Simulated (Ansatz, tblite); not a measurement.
Removing and adding an electron: Mg4H8. Charge 0, multiplicity 1. Geometry: r2SCAN-D4/def2-SVP. Ansatz, gas phase; energy differences of separate SCF runs; the oxidised species was run as a doublet alone; the reduced species was run as a doublet alone.

```xyz
12

Mg   -0.7250   -1.4515   -1.4630
Mg   -0.5251    1.6943    1.2752
Mg    0.5879   -1.0719    1.1857
Mg    1.2480    0.7137   -0.9117
H     0.8888    2.2205    0.0133
H     2.0671   -0.4014    0.3099
H    -0.5061    0.0974   -0.0760
H    -2.0942   -1.9778   -2.3370
H    -1.7889    2.7367    1.7604
H     0.1433    0.2085    2.3767
H     0.7235   -0.3788   -2.2480
H    -0.0194   -2.3898    0.1144
```

The xTB rows come from tblite. HOMO above LUMO, or a gap near zero within one spin, warns that the state may not be the lowest or that an electron is smeared out. The structure comes from a short search, and lower isomers may exist.

```json
{"level": "GFN1-xTB", "−HOMO (eV)": "10.83", "vertical IE (eV)": "13.52", "−LUMO (eV)": "7.07", "vertical EA (eV)": "4.54", "HOMO–LUMO gap (eV)": "3.76", "IE − EA (eV)": "8.98", "remarks": "–"}
{"level": "GFN2-xTB", "−HOMO (eV)": "10.42", "vertical IE (eV)": "12.58", "−LUMO (eV)": "5.92", "vertical EA (eV)": "3.86", "HOMO–LUMO gap (eV)": "4.49", "IE − EA (eV)": "8.72", "remarks": "–"}
{"level": "PBE-D4/def2-TZVP", "−HOMO (eV)": "5.84", "vertical IE (eV)": "8.22", "−LUMO (eV)": "2.31", "vertical EA (eV)": "–", "HOMO–LUMO gap (eV)": "3.53", "IE − EA (eV)": "–", "remarks": "gap within one spin near zero (+1 doublet)"}
{"level": "PBE-D4/def2-TZVPD", "−HOMO (eV)": "5.84", "vertical IE (eV)": "–", "−LUMO (eV)": "2.32", "vertical EA (eV)": "0.89", "HOMO–LUMO gap (eV)": "3.52", "IE − EA (eV)": "–", "remarks": "HOMO above zero (-1 doublet)"}
{"level": "r2SCAN-D4/def2-TZVP", "−HOMO (eV)": "6.05", "vertical IE (eV)": "8.31", "−LUMO (eV)": "1.89", "vertical EA (eV)": "–", "HOMO–LUMO gap (eV)": "4.16", "IE − EA (eV)": "–", "remarks": "gap within one spin near zero (+1 doublet)"}
{"level": "r2SCAN-D4/def2-TZVPD", "−HOMO (eV)": "6.04", "vertical IE (eV)": "–", "−LUMO (eV)": "1.90", "vertical EA (eV)": "0.72", "HOMO–LUMO gap (eV)": "4.14", "IE − EA (eV)": "–", "remarks": "HOMO above zero (-1 doublet)"}
{"level": "PBE0-D4/def2-TZVP", "−HOMO (eV)": "6.98", "vertical IE (eV)": "8.70", "−LUMO (eV)": "1.64", "vertical EA (eV)": "–", "HOMO–LUMO gap (eV)": "5.34", "IE − EA (eV)": "–", "remarks": "–"}
{"level": "PBE0-D4/def2-TZVPD", "−HOMO (eV)": "6.98", "vertical IE (eV)": "–", "−LUMO (eV)": "1.66", "vertical EA (eV)": "0.73", "HOMO–LUMO gap (eV)": "5.32", "IE − EA (eV)": "–", "remarks": "HOMO above zero (-1 doublet)"}
```

   A HOMO above zero means that the electron is unbound at that level or that self-interaction error raises the level; the energy of removing that electron tells which. Raw xTB energy differences between charge states are shifted by several eV; the methods need an empirical correction for them.
